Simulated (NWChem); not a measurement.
System: C$_{2}$Cl$_{3}$, doublet; SMILES Cl[C]=C(Cl)Cl

```xyz
5

Cl    -0.2576    -2.3695     0.0000
C     -0.7311    -0.7737     0.0000
C     -0.1258     0.4124     0.0000
Cl     1.6130     0.5960     0.0000
Cl    -1.0426     1.8839     0.0000
```
Atoms are numbered in this order, from 1.

Program: NWChem. Spin-unrestricted. In the optimisation the excess spin sits in a' (Cs, its own frame). The geometry was optimised at PBE-D3(BJ)/def2-SVP, spin-unrestricted. No stability test was run on the SCF state. Level: M06-2X/def2-SVP with SMD (1 M gas to 1 M solution), gas-phase geometry. Reactions with the solvent are ignored.

Among these, which solvent gives the highest value of “solvation free energy (kcal/mol)”?
(A) benzene
(B) ethylene glycol
(C) toluene
(D) water

D, water. Values: benzene -2.4; toluene -2.3; ethylene glycol 0.8; water 2.7
